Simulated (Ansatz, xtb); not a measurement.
# Relative energy of two structures of C3H8ClGa

Structure a: `C[CH2][Ga]([CH3])[Cl]`, a singlet. Structure b: a singlet given by its coordinates. Both are isolated molecules in the gas phase, relaxed with PBE-D3(BJ)/def2-SVP; the shapes shown needn't be the lowest conformers.

a (Å):

| atom | x (Å) | y (Å) | z (Å) |
| --- | --- | --- | --- |
| C | 1.0921 | -1.7641 | -1.6663 |
| C | 0.0807 | -1.3192 | -0.6072 |
| C | -0.4386 | 1.3680 | 1.7495 |
| Cl | 2.4936 | 1.1858 | -0.1417 |
| Ga | 0.5343 | 0.3385 | 0.3795 |
| H | 0.7788 | -2.7075 | -2.1618 |
| H | 1.2206 | -0.9993 | -2.4585 |
| H | 2.0966 | -1.9336 | -1.2293 |
| H | -0.9285 | -1.1556 | -1.0470 |
| H | -0.0673 | -2.1035 | 0.1691 |
| H | -1.4132 | 0.9098 | 2.0060 |
| H | -0.6083 | 2.3995 | 1.3801 |
| H | 0.1822 | 1.4408 | 2.6650 |

b (Å):

```xyz
13

C    -1.5202    0.2961   -1.1394
C     0.8160    1.3978    1.2812
C    -0.6488    3.5587   -0.8786
Cl    0.7253    3.3081   -2.0889
Ga   -0.4804    1.6838   -0.1861
H    -2.5676    0.2897   -0.7705
H    -1.0999   -0.7186   -0.9974
H    -1.5519    0.5232   -2.2240
H     0.3400    1.6358    2.2560
H     1.1794    0.3525    1.3240
H     1.6847    2.0758    1.1612
H    -0.3468    4.3982   -0.2255
H    -1.5439    3.8319   -1.4673
```

Close contacts (Å): C1–Ga5 1.98, C2–Ga5 1.98, C3–Cl4 1.85, C3–Ga5 2.01, Cl4–Ga5 2.78, C1–H6 1.11, C1–H7 1.11, C1–H8 1.11, C2–H9 1.11, C2–H10 1.11, C2–H11 1.11, C3–H12 1.11, C3–H13 1.11.

Q: Estimate E(b) − E(a) at the level CCSD(T)/def2-SVP + ΔMP2/def2-TZVPP.

A: Calculated at CCSD(T)/def2-SVP + ΔMP2/def2-TZVPP: E(b) − E(a) = +38.7 kcal/mol, so structure a lies lower.

Level by level:

```tsv
level	geometry	E(b) − E(a) (kcal/mol)	departure from the last row (kcal/mol)	job, with rough time for the two
PBE-D3(BJ)/def2-SVP	PBE-D3(BJ)/def2-SVP	+40.9	+2.3	optimisation, 34 s
HF/def2-SVP	PBE-D3(BJ)/def2-SVP	+46.5	+7.8	part of the CCSD(T) run
MP2/def2-SVP	PBE-D3(BJ)/def2-SVP	+44.2	+5.5	part of the CCSD(T) run
CCSD(T)/def2-SVP	PBE-D3(BJ)/def2-SVP	+43.1	+4.4	single point
CCSD(T)/def2-SVP + ΔMP2/def2-TZVPP	PBE-D3(BJ)/def2-SVP	+38.7		single point, 78 s
```

None of the levels shown reverses the order. The largest departure from CCSD(T)/def2-SVP + ΔMP2/def2-TZVPP is that of HF/def2-SVP, 7.8 kcal/mol. Levels run at GFN2-xTB geometries aren't shown. The last row adds to CCSD(T) the change of the MP2 difference between the two basis sets, here −4.4 kcal/mol, a large step that makes the value less sure.

With thermal terms from frequencies at re-optimised GFN2-xTB minima (ideal gas, soft modes damped towards free rotors, one conformer each, 298.15 K, 1 atm): the zero-point term adds −2.3 kcal/mol; ΔH is +36.7 and ΔG +36.3 kcal/mol.

The correlated steps freeze 17 core orbitals; the filled d shell of Ga is correlated, in a basis made for valence electrons. Run with Ansatz 0.2.0, xtb 6.7.1; the last row on 2 threads of Intel(R) Xeon(R) Platinum 8259CL CPU @ 2.50GHz (Skylake/Cascade Lake) on a shared host.
